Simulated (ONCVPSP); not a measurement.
# Te: one change to an ONCV potential, before and after

| Item | Value |
| --- | --- |
| Element | Te (Z = 52) |
| Generator | ONCVPSP 4.0.1 |
| Type | optimised norm-conserving Vanderbilt (ONCV) |
| Functional | PBE |
| Relativity | fully relativistic |
| Frozen core | [Kr] 4d10 |
| Valence charge | 6 |
| Reference configuration | 5s2 5p4 |
| Partial waves | 5s: rc 1.65 bohr, ncon 4, nbas 7, qcut 3.1 1/bohr, 2 projectors, debl 3.7 Ha; 5p: rc 2.25 bohr, ncon 4, nbas 7, qcut 4.2 1/bohr, 1 projector |
| Local potential | polynomial inside 1.35 bohr (lpopt 5, dvloc0 2 Ha) |
| Core correction | Teter function, fcfact 5.5, rcfact 1.45 |

Open shells are filled in proportion to 2j + 1.

Change: local potential polynomial inside 1.35 bohr (lpopt 5, dvloc0 1 Ha).

Cutoffs: the cutoffs (Ha) at which the residual kinetic energy of the hardest occupied pseudo-wave falls to 1 and 0.1 mHa per electron; they do not see the model core or the augmentation charge, which bear on the density cutoff. Errors are all-electron minus pseudo energies relative to the spin-unpolarised reference configuration.

Task: What does the change do?

Result: The potential gets neither clearly harder nor softer (15 Ha and 29 Ha → 15 Ha and 29 Ha); the lowest positive-energy flag moves from p3/2 at 19.4 eV to p3/2 at 11.2 eV; of the 4 tests that both files solve, the error grows in 0 and shrinks in 2 by more than 15 % and 0.3 meV (median size 178.0 → 158.8 meV); neither file shows a bound ghost.

```csv
quantity,base,changed
"cutoff, loose",15 Ha,15 Ha
"cutoff, tight",29 Ha,29 Ha
bound ghosts,none,none
GHOST(+) flags under 300 eV,"p3/2 at 19.4 eV, s at 40.6 eV","p3/2 at 11.2 eV, p1/2 at 16.0 eV, s at 27.1 eV"
"error for 5s2 5p3, meV [ΔE 9.75 eV]",-9.0,-6.6
"error for 5s2 5p2, meV [ΔE 27.70 eV]",-73,-61
"error for 5s2 5p1, meV [ΔE 54.63 eV]",-283,-257
"error for 5s2 5p0, meV [ΔE 91.15 eV]",-784,-784
s: phases at 1.67 bohr within 0.05 rad from the reference energy up to (Ha; the scan ends near 5),1.4,n/a
p3/2: phases at 2.28 bohr within 0.05 rad from the reference energy up to (Ha; the scan ends near 5),0.5,0.2
p1/2: phases at 2.28 bohr within 0.05 rad from the reference energy up to (Ha; the scan ends near 5),0.6,0.4
"rms error of d²Exc/dni dnj with the model core, mHa",1.77,1.77
```
